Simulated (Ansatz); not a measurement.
Cost and result up the ladder for MoOCl4 (MoCl₄O) (6 atoms). Charge 0, multiplicity 1. Geometry: PBE-D4/def2-SVP.

```xyz
6

Mo   -0.0649   -0.0316    0.0441
O    -1.3408   -0.6526    0.9121
Cl    1.2757    0.9268    1.6629
Cl   -0.7516    2.1120   -0.4743
Cl   -0.5749   -0.5858   -2.1396
Cl    1.4565   -1.7689   -0.0052
```

Ansatz on 2 threads of AMD EPYC 7R13 on a shared host. Times are rough, and most runs start from the orbitals of an earlier one. No level here is sound enough to serve as a yardstick. Binding counts from free atoms at the same level (Mo septet, O triplet, Cl doublet; other spins of the atoms weren't run), without zero-point energy or a counterpoise term.

In the def2 sets Mo takes a core potential; there is no spin–orbit coupling. Correlated methods freeze 21 core orbitals; core or outer-core shells of Mo are correlated, in sets that lack core-valence functions.

Run but left out: HF/def2-TZVP, MP2/def2-TZVP, CCSD(T)/def2-SVP (restricted singlet, unstable towards broken spin symmetry).

Correlated methods converge slowly with the basis.

```csv
level,functions,wall time,binding energy per atom (eV),remarks
PBE-D4/def2-SVP,117,2.1 s,3.77,restricted SCF unstable in HF
PBE-D4/def2-TZVP,219,3.9 s,3.70,–
PBE0-D4/def2-SVP,117,4.1 s,3.33,restricted SCF unstable in HF
r2SCAN-D4/def2-TZVP,219,9 s,3.47,restricted SCF unstable in HF
CAM-B3LYP-D4/def2-TZVP,219,9.5 s,3.26,restricted SCF unstable in HF
RPA@PBE/def2-TZVP,219,10 s,3.04,–
PBE0-D4/def2-TZVP (with forces),219,11 s,3.29,restricted SCF unstable in HF
B97M-V/def2-TZVP,219,13 s,3.44,restricted SCF unstable in HF
```
